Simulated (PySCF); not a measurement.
# Nuclear quadrupole coupling in `COC(=O)c1cccs1`

Species: C₆H₆O₂S.
Cartesian coordinates in Å at the PBE0-D3(BJ)/def2-TZVP level; atoms count from 1:
```
atom  x, y, z in Å
C1     3.1017    0.0973    0.2203
O2     1.7214    0.4014    0.3823
C3     0.8770   -0.4160   -0.2631
O4     1.2313   -1.3485   -0.9374
C5    -0.5199   -0.0361   -0.0478
C6    -1.6071   -0.6780   -0.5809
C7    -2.8259   -0.0837   -0.2005
C8    -2.6395    0.9995    0.6151
S9    -0.9950    1.2976    0.9193
H10    3.3847    0.1497   -0.8318
H11    3.3199   -0.9039    0.5939
H12    3.6396    0.8456    0.7976
H13   -1.5030   -1.5440   -1.2204
H14   -3.7998   -0.4360   -0.5119
H15   -3.3946    1.6362    1.0514
```

Field gradients from the PBE0/pcSseg-2 density (PySCF, non-relativistic), principal values in atomic units, ordered |Vxx| ≤ |Vyy| ≤ |Vzz|:

| atom | Vxx | Vyy | Vzz |
| --- | --- | --- | --- |
| O2 | -0.4580 | -1.2099 | 1.6679 |
| O4 | 0.6812 | 0.8363 | -1.5176 |
| S9 | -0.5208 | -1.2196 | 1.7405 |

**Question.** Find the asymmetry η = (Vxx − Vyy)/Vzz and the couplings χ = eQV/h (234.96 MHz × Q in barn × V in au), with Q(17O) = −0.0256 b, Q(33S) = −0.0678 b.

**Answer.** 
```json
{"atom": "O2", "environment": "ester single-bonded oxygen", "nucleus": "17O", "η": "0.45", "χzz (MHz)": "-10.03", "χxx (MHz)": "2.75", "χyy (MHz)": "7.28"}
{"atom": "O4", "environment": "ester carbonyl oxygen", "nucleus": "17O", "η": "0.10", "χzz (MHz)": "9.13", "χxx (MHz)": "-4.10", "χyy (MHz)": "-5.03"}
{"atom": "S9", "environment": "thiophene-type sulfur", "nucleus": "33S", "η": "0.40", "χzz (MHz)": "-27.73", "χxx (MHz)": "8.30", "χyy (MHz)": "19.43"}
```

**Question.** What is Vzz at O4 in SI units (1 au = 9.71736 × 10²¹ V/m²)?

**Answer.** -1.5176 au = -14.747 × 10²¹ V/m².

Were the hydrogens deuterons (Q(2H) = 0.00286 b), χzz would run from 186 kHz (H10 and H11) to 203 kHz (H15).

The structure is a single PBE0-D3(BJ)/def2-TZVP conformer in the gas phase; no vibrational or solvent corrections.

The run behind these numbers computed NMR shieldings as well. The run took 2.8 min wall, 5.6 min CPU on Intel Xeon at 2.50 GHz, 2 threads, no GPU, shared host with 64 logical CPUs at a one-minute load of 35, and the process peaked at 2.7 GiB of memory.
